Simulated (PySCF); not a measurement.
A run for PySCF: D3(BJ) and D4 dispersion corrections on CCl4 (SMILES ClC(Cl)(Cl)Cl).

```python
from pyscf import gto
from pyscf.dispersion import dftd3, dftd4

mol = gto.M(
    atom='''
    Cl    1.35584978   -1.14880250   -0.09148165
    C     0.00000506    0.00000728   -0.00000015
    Cl    0.63098457    1.66382650   -0.00549329
    Cl   -1.07052010   -0.23299723   -1.40218930
    Cl   -0.91621932   -0.28193405    1.49916439
    ''',
    basis='def2-svp',
    charge=0, spin=0, verbose=0, max_memory=1800)
d3, d4 = {}, {}
for xc in ['hf', 'pbe', 'blyp', 'revpbe', 'tpss', 'r2scan', 'b3lyp', 'pbe0', 'bhlyp', 'camb3lyp', 'b2plyp']:
    d3[xc] = float(dftd3.DFTD3Dispersion(mol, xc=xc, version='d3bj', atm=False).get_dispersion()['energy'])
    print(f'D3(BJ) {xc:10s} {d3[xc]:14.8f} Eh')
for xc in ['hf', 'pbe', 'blyp', 'revpbe', 'tpss', 'r2scan', 'b3lyp', 'pbe0', 'bhlyp', 'camb3lyp', 'b2plyp']:
    d4[xc] = float(dftd4.DFTD4Dispersion(mol, xc={'camb3lyp': 'cam-b3lyp'}.get(xc, xc), atm=True).get_dispersion()['energy'])
    print(f'D4     {xc:10s} {d4[xc]:14.8f} Eh')
```

Output:

```
D3(BJ) hf            -0.05488898 Eh
D3(BJ) pbe           -0.00761464 Eh
D3(BJ) blyp          -0.01796927 Eh
D3(BJ) revpbe        -0.01879272 Eh
D3(BJ) tpss          -0.01009010 Eh
D3(BJ) r2scan        -0.00198019 Eh
D3(BJ) b3lyp         -0.01484375 Eh
D3(BJ) pbe0          -0.00693561 Eh
D3(BJ) bhlyp         -0.01240780 Eh
D3(BJ) camb3lyp      -0.00684031 Eh
D3(BJ) b2plyp        -0.00738449 Eh
D4     hf            -0.02904130 Eh
D4     pbe           -0.00837663 Eh
D4     blyp          -0.01877767 Eh
D4     revpbe        -0.02385503 Eh
D4     tpss          -0.01140118 Eh
D4     r2scan        -0.00179503 Eh
D4     b3lyp         -0.01394054 Eh
D4     pbe0          -0.00705144 Eh
D4     bhlyp         -0.01131725 Eh
D4     camb3lyp      -0.00725105 Eh
D4     b2plyp        -0.00582325 Eh
```

The run finished.

Cost: roughly 0.07 core-seconds.
